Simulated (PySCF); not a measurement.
# Stationary points of BrSeN

Computed with PBE0/[Se def2-TZVP, N def2-TZVP, Br def2-TZVP], no relativity, density fitting, PySCF.

Relaxations began from a few typed shapes. The search is not exhaustive: other isomers or separated fragments can lie lower, and high-lying points may rest on an excited occupation.

```json
{"spin": "singlet", "group": "Cs", "bonds": "Se–Br 2.442 Å, Se–N 1.601 Å", "angles": "Br–Se–N 114.9°", "imaginary modes (cm⁻¹)": "none", "ΔE (kJ/mol)": "0.0", "ΔE with ZPE (kJ/mol)": "0.0"}
{"spin": "singlet", "group": "C∞v", "bonds": "Se–Br 2.675 Å, Se–N 1.600 Å", "angles": "Br–Se–N 180.0°", "imaginary modes (cm⁻¹)": "268i, 268i", "ΔE (kJ/mol)": "116.2", "ΔE with ZPE (kJ/mol)": "–"}
```

The lowest minimum found is the singlet Cs: Se–Br 2.442 Å, Se–N 1.601 Å; Br–Se–N 114.9°.

Counting electrons, selenium keeps 2 of its valence electrons outside its bonds, so the VSEPR class is AX2E1 and the expected shape is bent; with unlike ligands the computed point group is Cs.
